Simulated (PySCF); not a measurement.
SbH: one state, many levels of theory

State: ³Σ⁻ (triplet), unpaired electrons π ↑↑. Set-up: PySCF, scalar-relativistic core potentials, basis sets Sb aug-cc-pVDZ-PP with ECP28, H aug-cc-pVDZ. De refers to Sb + H in their high-spin ground configurations, without counterpoise correction. The functionals are run spin-unrestricted. A positive dipole means Sb(−)H(+).

```csv
Level,Re (Å),ωe (cm⁻¹),De (eV),μ (D),"CPU s a point (SCF and correlation, without the integrals)"
UHF,1.709,2016,1.57,-0.10,0.076
UHF-MP2,1.712,1963,2.18,n/a,0.13
UHF-SCS-MP2,1.717,1948,2.27,n/a,n/a
UHF-CCSD,1.723,1898,2.35,n/a,n/a
UHF-CCSD(T),1.726,1884,2.38,n/a,2.9
PBE,1.742,1845,2.59,-0.30,0.41
BLYP,1.749,1811,2.70,-0.38,0.3
r²SCAN,1.725,1912,2.60,-0.21,0.64
TPSSh,1.727,1914,2.71,-0.26,0.73
PBE0,1.724,1924,2.53,-0.22,0.62
BHandHLYP,1.714,1971,2.60,-0.21,0.37
LC-ωPBE,1.706,2010,2.49,-0.11,0.57
```

(1) Which functional lies closest to UHF-CCSD(T) in De, which farthest, and by how much do they differ from it?

(2) What does a quarter of exact exchange do here, going from PBE to PBE0?

(3) What does second-order correlation do here, going from UHF to UHF-MP2?

Correlated steps freeze 4 core orbitals. Correlated levels converge slowly with the basis: in double zeta they bind strong bonds too weakly, by up to about 1 eV, and carry superposition errors of some tenths. Spin–orbit coupling is left out, which matters for elements this heavy, above all for dissociation energies. The state was picked by a PBE0 search and need not be the measured ground state.

The whole job (state search and all levels along the bond) took about 1.6 min on 1 thread of Arm Neoverse V1 (shared host), peak memory 0.48 GiB.

Results:

(1) Closest is LC-ωPBE (-2.0 pm in Re, +6.7 % in ωe, +0.11 eV in De against UHF-CCSD(T) in the same basis), farthest TPSSh (+0.1 pm in Re, +1.6 % in ωe, +0.33 eV in De). CCSD(T) converges more slowly with the basis than the functionals do and binds too weakly in this one, so the order can change at the basis-set limit.

(2) PBE0 less PBE: -1.8 pm in Re, +4.3 % in ωe, -0.06 eV in De. Exact exchange removes part of the self-interaction that spreads semilocal densities, and in most molecules shortens and stiffens the bond and lowers De; so it does here.

(3) UHF-MP2 less UHF: +0.3 pm in Re, -2.6 % in ωe, +0.61 eV in De. Correlation nearly always deepens the well. The bond lengthens, as in strong covalent bonds, where excitations into antibonding orbitals dominate.
